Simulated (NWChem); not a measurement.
System meant: C2H6OTe; SMILES C[Te]OC

The following NWChem deck was run.

```
start job
memory heap 200 mb stack 900 mb global 1100 mb
geometry units angstroms noautoz
  Te     0.329763    -0.476913    -0.035139
  C     -1.799011    -0.900252     0.055722
  H     -1.917975    -1.998376    -0.028952
  H     -2.339464    -0.398889    -0.767163
  H     -2.169629    -0.561354     1.040514
  O      0.172896     1.443271     0.628400
  C     -0.198183     2.405117    -0.341630
  H     -1.224485     2.245290    -0.751194
  H     -0.190277     3.389865     0.175352
  H      0.506441     2.461609    -1.204077
end
basis spherical
  * library def2-svp
end
ecp
  Te library def2-ecp
end
dft
  odft
  mult 2
  xc pbe0
  iterations 150
  mulliken
end
task dft energy
```

End of the output:

```
 Summary of "ao basis" -> "" (spherical)
 ------------------------------------------------------------------------------
       Tag                 Description            Shells   Functions and Types
 ---------------- ------------------------------  ------  ---------------------
 *                          def2-svp                  on all atoms

                                 NWChem DFT Module
                                 -----------------

 Summary of "ao basis" -> "ao basis" (spherical)
 ------------------------------------------------------------------------------
       Tag                 Description            Shells   Functions and Types
 ---------------- ------------------------------  ------  ---------------------
 Te                         def2-svp                10       26   4s4p2d
 C                          def2-svp                 6       14   3s2p1d
 H                          def2-svp                 3        5   2s1p
 O                          def2-svp                 6       14   3s2p1d

 Summary of "ao basis" -> "ao basis" (spherical)
 ------------------------------------------------------------------------------
       Tag                 Description            Shells   Functions and Types
 ---------------- ------------------------------  ------  ---------------------
 Te                         def2-svp                10       26   4s4p2d
 C                          def2-svp                 6       14   3s2p1d
 H                          def2-svp                 3        5   2s1p
 O                          def2-svp                 6       14   3s2p1d

  number of electrons :                   50
  multiplicity        :                    2
 ------------------------------------------------------------------------
  no. of electrons and multiplicity not compatible                  50
 ------------------------------------------------------------------------
 ------------------------------------------------------------------------
  current input line :
    28: task dft energy
 ------------------------------------------------------------------------
 ------------------------------------------------------------------------
 There is an error in the input file
 ------------------------------------------------------------------------
 For more information see the NWChem manual at https://nwchemgit.github.io

0: no. of electrons and multiplicity not compatible:Received an Error in Communication
```

Can this run be used? If not, why, and what is the fix?

The input was rejected before any calculation. Cause: the multiplicity doesn't fit the number of electrons (an even count wants an odd multiplicity, and the reverse). This input runs:
```
start job
memory heap 200 mb stack 900 mb global 1100 mb
geometry units angstroms noautoz
  Te     0.329763    -0.476913    -0.035139
  C     -1.799011    -0.900252     0.055722
  H     -1.917975    -1.998376    -0.028952
  H     -2.339464    -0.398889    -0.767163
  H     -2.169629    -0.561354     1.040514
  O      0.172896     1.443271     0.628400
  C     -0.198183     2.405117    -0.341630
  H     -1.224485     2.245290    -0.751194
  H     -0.190277     3.389865     0.175352
  H      0.506441     2.461609    -1.204077
end
basis spherical
  * library def2-svp
end
ecp
  Te library def2-ecp
end
dft
  xc pbe0
  iterations 150
  mulliken
end
task dft energy
```
It converges to -422.73795 Ha (PBE0/def2-SVP with def2 effective core potentials on Te).
